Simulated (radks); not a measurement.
Results of a calculation; reference values are marked as such.
Q: The table gives one normalised radial function P(r) = r R(r) of Si4+ in [Ne] (r in bohr). Level of theory: scalar-relativistic Kohn-Sham, LDA (Slater exchange, Perdew-Wang correlation), spin-polarised, spherical densities, finite nucleus; Fermi nuclear charge, rms radius 3.1224 fm (a radial shooting solver on a logarithmic mesh with Libxc functionals).

r              P
0.005701   0.1445
0.008106   0.1982
0.01153    0.2677
0.01639    0.3539
0.0233     0.4532
0.03287    0.5510
0.04674    0.6256
0.06646    0.6282
0.0945     0.4949
0.1344     0.1680
0.1911    -0.3507
0.2695    -0.9220
0.3832    -1.3255
0.5449    -1.3195
0.7748    -0.9226
1.102     -0.4247
1.554     -0.1170
2.21      -0.0148
3.142     -0.0007
4.468     0.0000

Which n and l does it have? It may be an empty orbital.

A: n = 2, l = 0: the number of nodes gives n - l - 1 = 1, the rise at small r (about r^(l+1)) gives l, and the extent must fit the shell. The curve is that of 2s. 2s: eigenvalue -191.62 eV, 1 radial node at r = 0.153 bohr, <r> = 0.566 bohr, 90 % of the charge inside 0.891 bohr.
